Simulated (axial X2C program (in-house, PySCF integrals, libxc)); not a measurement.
**How the levels of CrCN (d5 s0 p(π)0 orbitals) move with the bond length**

Computed with an axial X2C code built on PySCF integrals: two-component X2C with atomic mean-field Coulomb and Gaunt terms, basis Cr dyall-v3z, C dyall-v3z, N dyall-av3z (cores contracted in-house). Orbitals come from Hartree–Fock averaged over the configuration Cr d5 s0 p(π)0; CI then distributes these electrons over the d, s, p(π) shells of Cr.

At Cr–C–N held linear, bonds 2.113 and 1.160 Å (the second held):

| Ω | energy (cm⁻¹) | g∥ | μ (D) | configuration |
| --- | --- | --- | --- | --- |
| 1/2 | 0 | 2.00 | -9.43 | 100% d5 |
| 3/2 | 1 | 6.01 | -9.43 | 100% d5 |
| 5/2 | 2 | 10.01 | -9.43 | 100% d5 |
| 1/2 | 22643 | 2.00 | -9.43 | 100% d5 |
| 3/2 | 22648 | 6.00 | -9.43 | 100% d5 |
| 1/2 | 24041 | 3.99 | -9.37 | 100% d5 |
| 1/2 | 24053 | 0.01 | -9.37 | 100% d5 |
| 3/2 | 24067 | 4.00 | -9.37 | 100% d5 |
| 5/2 | 24081 | 8.00 | -9.37 | 100% d5 |
| 3/2 | 24379 | 2.00 | -9.43 | 100% d5 |
| 5/2 | 24404 | 6.00 | -9.43 | 100% d5 |
| 7/2 | 24430 | 10.01 | -9.43 | 100% d5 |
| 5/2 | 24587 | 4.00 | -9.41 | 100% d5 |
| 7/2 | 24601 | 8.00 | -9.41 | 100% d5 |

g∥ is the magnitude of 2⟨Lz + ge Sz⟩ for the +Ω component. μ is positive if the N end is positive. The lowest 14 levels at most are listed.

At Cr–C–N held linear, bonds 2.493 and 1.160 Å (the second held):

```csv
Ω,energy (cm⁻¹),g∥,μ (D),configuration
1/2,0,2.00,-11.22,100% d5
3/2,0,6.01,-11.22,100% d5
5/2,1,10.01,-11.22,100% d5
1/2,23958,2.00,-11.21,100% d5
3/2,23964,5.99,-11.21,100% d5
1/2,24327,2.55,-11.17,100% d5
1/2,24330,1.45,-11.17,100% d5
3/2,24331,4.00,-11.17,100% d5
5/2,24334,8.00,-11.17,100% d5
3/2,24602,2.01,-11.21,100% d5
5/2,24607,6.01,-11.21,100% d5
7/2,24613,10.00,-11.21,100% d5
5/2,25048,4.00,-11.21,100% d5
7/2,25056,8.00,-11.21,100% d5
```

The lowest level lies 2785 cm⁻¹ above the lowest at the first distance.

How does the gap from the lowest to the fifth level change between the two distances?

From 22648 to 23964 cm⁻¹, a factor of 1.06.

Dynamic correlation is missing, so gaps between terms are too wide and other configurations may lie lower; the lowest level listed is that of this model, not necessarily the ground state. For d shells the ligand-field splittings (σ, π, δ) and their order can be off by a thousand cm⁻¹ or more. At most 4 roots were kept for each Ω > 0 (twice that for Ω = 0) within 3.2 eV of the lowest, so higher up levels can be missing between those listed; levels with Ω > 0 are doubly degenerate and listed once, Ω = 0 levels singly. Some active spinors are only partly of the character that their shell is named for, so the shell names and counts are nominal. States that fill the shells left empty in the average are placed too high. The molecule was held linear; bending was not examined.
